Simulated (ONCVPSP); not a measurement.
**Pseudopotential generation for H: ONCV, PBE, scalar-relativistic.**

ONCVPSP 4.0.1 was run on this input:

```
# ATOM AND REFERENCE CONFIGURATION
# atsym  z   nc   nv     iexc    psfile
  H 1.00    0    1        4      upf
#
#   n    l    f
    1    0    1.00
#
# PSEUDOPOTENTIAL AND OPTIMIZATION
# lmax
    1
#
#   l,   rc,      ep,       ncon, nbas, qcut
    0    0.80    0.00    4    7    9.80
    1    0.90    0.24    4    8   10.40
#
# LOCAL POTENTIAL
# lloc, lpopt,  rc(5),   dvloc0
    0    5    0.80    0.00
#
# VANDERBILT-KLEINMAN-BYLANDER PROJECTORs
# l, nproj, debl
    0    0    4.00
    1    2    0.50
#
# MODEL CORE CHARGE
# icmod, fcfact, rcfact
    0    0.00    0.00
#
# LOG DERIVATIVE ANALYSIS
# epsh1, epsh2, depsh
   -2.00    5.00    0.02
#
# OUTPUT GRID
# rlmax, drl
    6.00    0.01
#
# TEST CONFIGURATIONS
# ncnf
    1
# nvcnf
#   n    l    f
    1
    1    0    0.50
#
```

Command:

```bash
oncvpsp.x < H.dat > H.out
```

The program printed (shortened: citation, most of the input echo, consistency checks and plot data are left out):

```
ONCVPSP  (Optimized Norm-Conservinng Vanderbilt PSeudopotential)
scalar-relativistic version 4.0.1

#   n    l    f        energy (Ha)
    1    0    1.00    -2.3860194E-01

Reference configufation results
  iterations    22
  all-electron total energy (Ha)   -4.58934602D-01

Begin loop to  construct optimized pseudo wave functions
and semi-local pseudopoentials for all angular momenta

Calculating optimized projector #   1

 for l=   0

    Fraction of norm inside rc  0.198451
    Optimizing pswf for qcut=   9.80 a_B^-1,  ecut=  48.00 Ha
    Residual kinetic energy error=  2.46D-05 Ha

    Energy error per electron        Cutoff
         Ha          eV             Ha
         0.01000     0.27211       10.80
         0.00100     0.02721       25.32
         0.00010     0.00272       39.37
         0.00001     0.00027       80.09

   Wellstate for l =  1  n =  2
     eigenvalue =   0.2400
     asymptotic potential =   0.7400
     half-point radius =  5.1504

   Wellstate for l =  1  n =  3
     eigenvalue =   0.7400
     asymptotic potential =   1.2400
     half-point radius =  5.4258

Calculating optimized projector #   1

 for l=   1

    Fraction of norm inside rc  0.008122
    Optimizing pswf for qcut=  10.42 a_B^-1,  ecut=  54.29 Ha
    Residual kinetic energy error=  2.14D-08 Ha

    Energy error per electron        Cutoff
         Ha          eV             Ha
         0.01000     0.27211        1.32
         0.00100     0.02721        3.42
         0.00010     0.00272        9.14
         0.00001     0.00027       19.98

Calculating optimized projector #   2

 for l=   1

    Fraction of norm inside rc  0.016479
    Optimizing pswf for qcut=  10.42 a_B^-1,  ecut=  54.29 Ha
    Residual kinetic energy error=  4.80D-08 Ha

    Energy error per electron        Cutoff
         Ha          eV             Ha
         0.01000     0.27211        2.29
         0.00100     0.02721        5.41
         0.00010     0.00272       12.88
         0.00001     0.00027       25.37

Construct Vanderbilt / Kleinmman-Bylander projectors

B matrix Hermiticity error, ll=   1
   1   2    4.1534E-07

  Orthonormal projector coefficients  1.2793E+00 -1.2011E+00

Pseudoatom total energy   -0.458854

Diagnostic tests using Vanderbilt-Kleinman-Bylander pseudopotentials
  1 or more projectors used as specified by nproj input data

   l    rcore       rmatch      e in        delta e   norm test  slope test

   0   0.8037126   0.8281151  -0.2386019  -0.0000029   0.9999981   0.9999880

   1   0.9004558   0.9277956   0.2400000   0.0000093   1.0000312   1.0000312
   1   0.9004558   0.9277956   0.7400000   0.0000147   1.0000346   1.0000346

 Testing for bound ghosts
   n   l    E NL Schr. Eq   E Basis Diag.   E Cutoff

 Testing for highly-localized positive-energy ghosts
       l    <radius>/rc     E Basis Diag.   E Cutoff

Test configuration 0

   n   l     f        eae           eps        diff
   1   0  1.0000   -0.23860194   -0.23860482   -2.88D-06

    Total energies and differences
      AE_ref= -4.58934602D-01  AE_tst= -4.58934602D-01  dif=  0.00D+00
      PS_ref= -4.58853576D-01  PS_tst= -4.58853576D-01  dif=  1.07D-14
      PSP excitation error= -1.07D-14

Test configuration 1

   n   l     f        eae           eps        diff
   1   0  0.5000   -0.46601318   -0.46596998    4.32D-05

    Total energies and differences
      AE_ref= -4.58934602D-01  AE_tst= -2.83946893D-01  dif=  1.75D-01
      PS_ref= -4.58853576D-01  PS_tst= -2.83871843D-01  dif=  1.75D-01
      PSP excitation error=  5.98D-06
```

The run took about 1.3 s on one core of a shared server CPU.
